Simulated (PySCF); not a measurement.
F2GaH2N. Atoms are numbered in the order given.

```xyz
6

Ga     0.0076     0.0094     0.0000
F      0.9356    -0.0080     1.4735
F      0.9356    -0.0080    -1.4735
N     -1.7785    -0.0550     0.0000
H     -2.3133     0.1195    -0.8434
H     -2.3133     0.1195     0.8434
```
Charge 0, spin multiplicity 1.

Geometry optimised at r2SCAN-D4/def2-SVP. One conformer was computed; it need not be the lowest.

Computed with HF/def2-TZVPD in PySCF.

The molecule is in vacuum.

The total energy is -2177.97185 hartree, the point group is Cs and the highest occupied level is -11.91 eV. The lowest empty level is 0.88 eV, the orbital gap comes out as 12.79 eV and the dipole moment is 3.31 D. The quadrupole, principal values (traceless, Buckingham form, about the centre of nuclear charge) is -6.96, 1.00, 5.96 D·Å and the mean static polarisability is 29.1 bohr³ (4.32 Å³). The polarisability, principal values comes out as 25.7, 28.7, 33.0 bohr³.
